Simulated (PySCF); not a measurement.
Species: C₇H₈ClF₃.
Numbering: `[F:1][C:2]([F:3])=[C:4]([F:5])[C@@H:6]1[CH2:7][CH2:8][C@H:9]([Cl:10])[CH2:11]1` (hydrogens: H12 on C6; H13, H14 on C7; H15, H16 on C8; H17 on C9; H18, H19 on C11)

Level of theory: PBE0-D3(BJ)/def2-SVP geometry optimisation, gas phase (PySCF 2.14.0).

(1) Give the optimised bond lengths and angles.

Answers

(1) 
```
   bond  length (bohr)   order
  F1–C2          2.484  single
  C2–F3          2.471  single
  C2=C4          2.518  double
  C4–F5          2.530  single
  C4–C6          2.804  single
  C6–C7          2.949  single
  C7–C8          2.890  single
  C8–C9          2.872  single
C9–Cl10          3.378  single
 C9–C11          2.871  single
 C6–C11          2.920  single
 C6–H12          2.076  single
 C7–H13          2.077  single
 C7–H14          2.079  single
 C8–H15          2.077  single
 C8–H16          2.082  single
 C9–H17          2.081  single
C11–H18          2.081  single
C11–H19          2.076  single
```

Orders are formal, as drawn. A selection of angles:
```
      angle  degrees
   F1–C2–F3    112.0
   F1–C2–C4    123.2
   F3–C2–C4    124.8
   C2–C4–F5    118.2
   C2–C4–C6    126.3
   F5–C4–C6    115.6
   C4–C6–C7    112.6
  C4–C6–C11    111.9
  C7–C6–C11    105.2
   C6–C7–C8    105.8
   C7–C8–C9    103.1
 C8–C9–Cl10    113.4
  C8–C9–C11    103.4
Cl10–C9–C11    112.9
  C6–C11–C9    103.9
```

Torsions: F1–C2–C4–F5 180° (antiperiplanar); C2–C4–C6–C7 -126° (anticlinal); C4–C6–C7–C8 -118° (anticlinal); C6–C7–C8–C9 -29° (synperiplanar); C7–C8–C9–Cl10 165° (antiperiplanar); C8–C9–C11–C6 -40° (synclinal); C4–C6–C11–C9 144° (anticlinal).

Of the pairs four or more bonds apart, F1···H12 is among the closest relative to their van der Waals radii: 2.48 Å, 93 % of the sum of Bondi's values. The 7 C–C bonds span 1.332 Å (C2=C4, drawn double) to 1.561 Å (C6–C7, drawn single), a spread of 0.229 Å. The 5-membered ring C6–C7–C8–C9–C11 has internal angles of 103.1° to 105.8°; it is puckered, 0.19 Å rms from its mean plane, widest ring torsion 43°. The C–F distances run from 1.308 Å (C2–F3, drawn single) to 1.339 Å (C4–F5, drawn single), a spread of 0.031 Å.

Point group: C1 (no symmetry element, even within 0.4 Å). Stationary, but not proved a minimum. The numbers are those of one conformer.
